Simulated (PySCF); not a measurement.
Ga(Cl)(SH)2 (ClGaH2S2), SMILES [SH][Ga]([SH])[Cl].

The structure is a stationary point at PBE0-D3(BJ)/def2-SVP. The structure was generated by enumeration; whether it is a known compound was not checked. Other conformers were not sampled.

Two levels are set side by side: PBE/def2-TZVP (PySCF) and HF/def2-TZVP (PySCF). Same geometry, gas phase. Differences are taken from unrounded values.

```csv
quantity,PBE
orbital gap (eV),4.52
highest occupied level (eV),-6.71
lowest empty level (eV),-2.19
dipole moment (D),2.46
mean polarisability (bohr³),80.5
```

Q: These are the PBE values. What does HF give? (An estimate is asked for; the answer gives what the named calculation found.)

A: 
```tsv
quantity	HF	PBE minus HF
orbital gap (eV)	12.63	-8.11
highest occupied level (eV)	-10.73	4.02
lowest empty level (eV)	1.90	-4.10
dipole moment (D)	2.61	-0.15
mean polarisability (bohr³)	71.6	8.9
```

PBE's occupied levels lie high since its potential decays too fast outside the molecule; exact exchange lowers them and widens the gap. Loosely held outer electrons make PBE densities more polarisable. Differences between two approximate levels are no errors against the true value.

Rough cost on one machine, each run with all the roots and properties that it gave: HF against PBE about 1/2.
